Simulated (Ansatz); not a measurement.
pyrene, `c1cc2ccc3cccc4ccc(c1)c2c34`, relaxed as a singlet with RKS r2SCAN-D4/def2-SVP in Ansatz, starting from the GFN2-xTB geometry. Force threshold 0.03 eV/Å.

Start:

Cartesian coordinates in Å:
```
C 0.8763 -3.3265 0.6313
C 0.4381 -2.9609 -0.6280
C 0.0842 -1.6397 -0.9029
C -0.3747 -1.2263 -2.1881
C -0.7095 0.0610 -2.4333
C -0.6230 1.0570 -1.4160
C -0.9689 2.3893 -1.6458
C -0.8769 3.3262 -0.6329
C -0.4428 2.9613 0.6286
C -0.0835 1.6410 0.9042
C 0.3735 1.2263 2.1906
C 0.7158 -0.0600 2.4330
C 0.6311 -1.0555 1.4149
C 0.9714 -2.3896 1.6441
C 0.1812 -0.6721 0.1274
C -0.1748 0.6740 -0.1276
H 1.1449 -4.3549 0.8252
H 0.3644 -3.7004 -1.4125
H -0.4479 -1.9737 -2.9656
H -1.0525 0.3649 -3.4120
H -1.3136 2.6844 -2.6266
H -1.1491 4.3534 -0.8297
H -0.3781 3.7004 1.4144
H 0.4417 1.9717 2.9706
H 1.0622 -0.3647 3.4104
H 1.3107 -2.6867 2.6262
```

Problem. Estimate the energy that the relaxation releases and the steps that it takes.

Solution. 2.5 kcal/mol, in 3 steps; 25 s on 4 threads of AMD EPYC 7R43 on a shared host. No frequencies were taken in this run, so the end may be a saddle point.

Problem. Does the start keep its bonding and symmetry?

Solution. By distances, no bond broke or formed. The bond that changes most is C4–C5, from 1.35 to 1.37 Å (atoms count from 1). Point group D2h at the start, D2h at the end, both within 0.05 Å.

Problem. Predict the relaxed structure.

Solution. 
```xyz
26

C     0.8837   -3.3556    0.6376
C     0.4414   -2.9867   -0.6341
C     0.0834   -1.6545   -0.9129
C    -0.3755   -1.2372   -2.2070
C    -0.7179    0.0635   -2.4541
C    -0.6329    1.0646   -1.4296
C    -0.9800    2.4091   -1.6593
C    -0.8846    3.3554   -0.6374
C    -0.4423    2.9866    0.6343
C    -0.0834    1.6545    0.9129
C     0.3759    1.2373    2.2069
C     0.7188   -0.0633    2.4539
C     0.6334   -1.0645    1.4294
C     0.9799   -2.4091    1.6593
C     0.1788   -0.6775    0.1287
C    -0.1785    0.6776   -0.1287
H     1.1579   -4.3961    0.8353
H     0.3682   -3.7338   -1.4307
H    -0.4464   -1.9884   -2.9999
H    -1.0658    0.3650   -3.4472
H    -1.3276    2.7048   -2.6542
H    -1.1587    4.3959   -0.8352
H    -0.3700    3.7334    1.4311
H     0.4470    1.9885    2.9998
H     1.0675   -0.3646    3.4468
H     1.3276   -2.7049    2.6542
```
Bond lengths: 19 × C–C 1.37 to 1.44 Å; 10 × C–H 1.09 Å.
